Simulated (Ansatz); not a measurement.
Geometry optimisation, UKS PBE-D4/STO-3G (Ansatz).

Input file:

```yaml
crystal:
  periodic: [false, false, false]
  atoms:
    - { symbol: C, position_ang: [-0.309, 0.48347, -1.19732] }
    - { symbol: C, position_ang: [0.57733, 0.01817, -0.12806] }
    - { symbol: B, position_ang: [1.55712, -0.3681, 0.72666] }
    - { symbol: C, position_ang: [0.24039, -0.56781, 1.42304] }
    - { symbol: H, position_ang: [0.5939, 0.41142, -1.14451] }
    - { symbol: H, position_ang: [-0.8965, 1.34511, -0.8704] }
    - { symbol: H, position_ang: [-0.99948, -0.30636, -1.50366] }
    - { symbol: H, position_ang: [-0.27113, -1.52544, 1.48125] }
    - { symbol: H, position_ang: [-0.17964, 0.14137, 2.13249] }
magnetization:
  spin_polarized: true
basis:
  gaussian: { orbitals: STO-3G }
hamiltonian:
  xc: pbe
  dispersion: d4
relax:
  f_tol: 0.02
  max_steps: 50
```

Launched with:

```bash
$ ansatz run input.yaml --threads 1 --pin off --max-ram 2048MiB --backend cpu --events-out ev --progress --plain --runs-dir out
```

**Question.** Where does it end, and by what steps?

**Answer.** The run converged. Limits of this set-up: minimal basis. After 32 steps the energy has fallen by 7.106 eV; B3 moved furthest, 1.45 Å. The start is strongly strained (largest force component 16 eV/Å), so its close contacts needn't be bonds. Parted: C2–C4, C2–H5.

```csv
step,energy less start (eV),largest force component (eV/Å),accepted
0,0.0000,15.652,yes
2,-4.6665,3.238,yes
4,-6.0269,1.457,yes
6,-6.3125,0.204,yes
8,-6.3236,0.151,yes
10,-6.4320,0.999,yes
12,-6.5191,0.742,yes
14,-6.7057,1.346,yes
16,-6.9834,0.578,yes
18,-7.0319,1.211,no
20,-7.0450,1.148,no
22,-7.1019,0.206,yes
24,-7.1049,0.172,yes
26,-7.1053,0.100,yes
28,-7.1052,0.140,no
30,-7.1058,0.030,yes
32,-7.1059,0.010,yes
```

```xyz
9
Properties=species:S:1:pos:R:3
C -0.210 0.654 -1.644
C -0.049 0.112 -0.277
B 0.126 -0.378 0.953
C 0.309 -0.902 2.271
H 0.813 0.762 -2.078
H -0.676 1.664 -1.669
H -0.776 -0.021 -2.325
H 0.338 -1.987 2.509
H 0.437 -0.273 3.178
```

Run time: 50 s on 1 thread of Arm Neoverse V2, on a shared host, peak memory 0.11 GiB.
